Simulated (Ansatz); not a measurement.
Cost and result for the atomization energy of C2H6BInO (`BC(=C)[O][InH2]`) (11 atoms, 10 bonds).

Cartesian coordinates in Å:
```
B -1.789 -0.383 0.921
C -0.346 -0.063 0.464
C 0.179 1.131 0.814
O 0.350 -1.012 -0.189
In 1.596 -0.693 -1.733
H -2.429 0.474 1.455
H -2.258 -1.470 0.755
H -0.430 1.858 1.335
H 1.213 1.400 0.608
H 2.474 -2.116 -2.042
H 1.440 0.873 -2.389
```

Total charge 0; spin multiplicity 1. Correlated methods include outer-core shells of In, which these sets cover unevenly. In: def2 effective core potential. Geometry: relaxed with PBE0-D4/def2-TZVP. It is one conformer, not always the lowest. Program: Ansatz. All runs use 4 threads of an Intel Xeon Platinum 8259CL on a shared host. Times are those of one run each, without the atoms' runs, and a repeat can differ threefold. Electronic energies, without spin–orbit coupling; frozen cores. CCSD(T)/CBS adds CCSD(T) − MP2 in def2-TZVPP to the MP2 limit, and its time is that of the two runs behind it. T1 = 0.017; the RHF reference is unstable towards UHF. With those shells the extrapolation isn't a true limit. HSE06 is the plane-wave form, built on full-range PBE exchange.

CCSD(T)/CBS is a level of theory with its own doubt, some kJ/mol a heavy atom from the limit and from the frozen cores, so smaller differences don't rank the functionals.

```
                             level  functions  wall time
            LDA (SPW92)/def2-TZVPP        258      1.6 s
                BLYP-D4/def2-TZVPP        258      2.5 s
                PBE0-D4/def2-TZVPP        258      3.1 s
               HSE06-D4/def2-TZVPP        258      3.7 s
r2SCAN-D4/def2-TZVPP (with forces)        258      4.5 s
             r2SCANh-D4/def2-TZVPP        258      4.6 s
                 B2PLYP/def2-TZVPP        258        7 s
                  CCSD(T)/def2-SVP        112        7 s
                ωB97X-V/def2-TZVPP        258      8.5 s
                 B97M-V/def2-TZVPP        258        9 s
                    MP2/def2-QZVPP        490       26 s
                CCSD(T)/def2-TZVPP        258    2.5 min
                 CCSD(T)/CBS(def2)          –    2.9 min
```

(1) What atomization energy does each give, and how far from CCSD(T)/CBS? (Best estimate.)

## Answers

(1) Ansatz gave: 
```json
{"level": "LDA (SPW92)/def2-TZVPP", "atomization (kJ/mol)": "4410.6", "difference from CCSD(T)/CBS": "582.1", "per bond": "58.2"}
{"level": "BLYP-D4/def2-TZVPP", "atomization (kJ/mol)": "3829.0", "difference from CCSD(T)/CBS": "0.5", "per bond": "0.0"}
{"level": "PBE0-D4/def2-TZVPP", "atomization (kJ/mol)": "3836.5", "difference from CCSD(T)/CBS": "8.0", "per bond": "0.8"}
{"level": "HSE06-D4/def2-TZVPP", "atomization (kJ/mol)": "3839.0", "difference from CCSD(T)/CBS": "10.5", "per bond": "1.0"}
{"level": "r2SCAN-D4/def2-TZVPP (with forces)", "atomization (kJ/mol)": "3855.5", "difference from CCSD(T)/CBS": "27.0", "per bond": "2.7"}
{"level": "r2SCANh-D4/def2-TZVPP", "atomization (kJ/mol)": "3826.6", "difference from CCSD(T)/CBS": "-1.9", "per bond": "-0.2"}
{"level": "B2PLYP/def2-TZVPP", "atomization (kJ/mol)": "3788.6", "difference from CCSD(T)/CBS": "-39.9", "per bond": "-4.0"}
{"level": "CCSD(T)/def2-SVP", "atomization (kJ/mol)": "3639.7", "difference from CCSD(T)/CBS": "-188.8", "per bond": "-18.9"}
{"level": "ωB97X-V/def2-TZVPP", "atomization (kJ/mol)": "3842.8", "difference from CCSD(T)/CBS": "14.3", "per bond": "1.4"}
{"level": "B97M-V/def2-TZVPP", "atomization (kJ/mol)": "3861.5", "difference from CCSD(T)/CBS": "33.0", "per bond": "3.3"}
{"level": "MP2/def2-QZVPP", "atomization (kJ/mol)": "3845.4", "difference from CCSD(T)/CBS": "16.9", "per bond": "1.7"}
{"level": "CCSD(T)/def2-TZVPP", "atomization (kJ/mol)": "3735.0", "difference from CCSD(T)/CBS": "-93.5", "per bond": "-9.4"}
{"level": "CCSD(T)/CBS(def2)", "atomization (kJ/mol)": "3828.5", "difference from CCSD(T)/CBS": "0.0", "per bond": "0.0"}
```

From BLYP to BHLYP (50 % exact exchange), in def2-TZVPP and without D4, the atomization energy moves by −91.4 kJ/mol: exact exchange takes away binding that semilocal exchange gives to molecules. The D4 term adds +36.7 kJ/mol with B3LYP and +19.3 kJ/mol with PBE0; it sums over pairs of atoms, weighted by their polarisabilities, and B3LYP, whose exchange is more repulsive, gets the larger term. At CCSD(T), def2-SVP lies −188.8 kJ/mol from the extrapolated value and def2-TZVPP −93.5 kJ/mol: correlation converges slowly with the basis, and small sets miss more of it in the bonded molecule than in its fragments.

B3LYP here is the variant with VWN-RPA as its local correlation; programs differ in this.

Spin–orbit coupling would lower the free In atoms strongly, and the atomization energy with them, by more than many differences here.
